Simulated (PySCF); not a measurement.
BH₅N, SMILES B[NH3+], charge +1.

Geometry optimised at ωB97X-D3(BJ)/def2-TZVP. The isomer is the one that the SMILES or the coordinates give; other isomers of the formula were not compared.

Level of theory: PySCF with PBE/def2-TZVPD.

Symmetry labels are those of the subgroup Cs that the program uses (full group Cs).

Computed valence orbital energies around the gap with their symmetry:
```
orbital  symmetry  energy (eV)
-------  --------  -----------
HOMO−7         A'      -389.69
HOMO−6         A'      -184.73
HOMO−5         A'       -30.84
HOMO−4         A"       -20.52
HOMO−3         A'       -20.44
HOMO−2         A'       -20.19
HOMO−1         A'       -16.26
HOMO           A"       -14.72
LUMO           A'        -9.02
LUMO+1         A'        -6.38
LUMO+2         A'        -4.64
LUMO+3         A"        -4.55
```
